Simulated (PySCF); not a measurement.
Si(F)2(NCO)(OH) (CHF2NO2Si), SMILES O=C=N[Si](O)(F)F.

The structure is a stationary point at PBE0-D3(BJ)/def2-SVP. This is a generated structure with no PubChem entry under its InChIKey; it may be hypothetical. Other conformers were not sampled.

All values below come from PBE0-D3(BJ)/def2-SVP in PySCF.

Frequencies are harmonic and unscaled.

Give all harmonic wavenumbers and intensities. (An estimate is asked for; the answer gives what the named calculation found.)


```tsv
mode	ν (cm⁻¹)	IR (km/mol)	moving atoms (share of kinetic energy)
1	47	0.7	O 51 %, N 32 %, F 12 %
2	52	0.1	F 37 %, N 32 %, O 29 %
3	165	81.5	H 71 %, F 21 %
4	261	2.4	F 47 %, N 24 %, O 22 %
5	287	34.9	F 28 %, H 24 %, N 22 %, O 21 %
6	322	56.9	F 40 %, O 29 %, C 9 %
7	369	59.4	F 37 %, O 28 %, Si 21 %, N 12 %
8	372	37.0	F 43 %, Si 22 %, O 16 %, N 15 %
9	616	109.4	O 29 %, Si 28 %, F 18 %, C 12 %, H 9 %
10	633	41.9	C 71 %, O 15 %, N 14 %
11	633	53.7	C 69 %, O 16 %, N 14 %
12	769	129.2	H 57 %, O 27 %, F 15 %
13	904	324.9	Si 40 %, F 32 %, H 17 %, O 11 %
14	984	201.7	F 50 %, Si 50 %
15	1024	205.7	Si 48 %, O 36 %, F 12 %
16	1587	77.0	N 58 %, O 37 %
17	2509	1490.4	C 70 %, N 18 %, O 12 %
18	3941	168.1	H 94 %
```
